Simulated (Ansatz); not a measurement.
Reactions of H$_{7}$MgNSi$_{2}$ (`[MgH][N]([SiH3])[SiH3]`).

Isolated molecules relaxed with PBE0-D4/def2-TZVP in Ansatz; ΔE leaves out vibrations. CBS: MP2 limit from def2 TZ/QZ plus the TZ coupled-cluster correction, frozen cores. This one scheme is used for every species. DFT in def2-TZVPP. For Br, Mg outer-core shells are correlated without core-valence functions, which leaves a few kJ/mol of doubt a bond. Scalar relativity is left out up to krypton.

| reaction | PBE-D4 (kcal/mol) | HF/CBS(def2) (kcal/mol) | RPA@PBE/def2-TZVPP (kcal/mol) | revPBE-D4 (kcal/mol) |
| --- | --- | --- | --- | --- |
| `[MgH][N]([SiH3])[SiH3]` + H₂ → `[MgH2]` + `[SiH3]N[SiH3]` | 18.4 | 13.1 | 19.2 | 19.1 |
| `[MgH][N]([SiH3])[SiH3]` + NH₃ → `[NH2][MgH]` + `[SiH3]N[SiH3]` | 10.1 | 8.6 | 11.0 | 10.8 |
| `[MgH][N]([SiH3])[SiH3]` + HBr → `[MgH][Br]` + `[SiH3]N[SiH3]` | -26.3 | -34.4 | -23.9 | -25.2 |
| `[MgH][N]([SiH3])[SiH3]` + H₂S → `[MgH][SH]` + `[SiH3]N[SiH3]` | -8.9 | -11.6 | -5.9 | -8.0 |

(1) Give the CCSD(T)/CBS values in the same order. (Best estimate.)

Largest T1 diagnostic: 0.011, for `[MgH][N]([SiH3])[SiH3]`.

## Answers

(1) The calculation gave: 21.2, 11.1, -26.2, -7.2 kcal/mol.
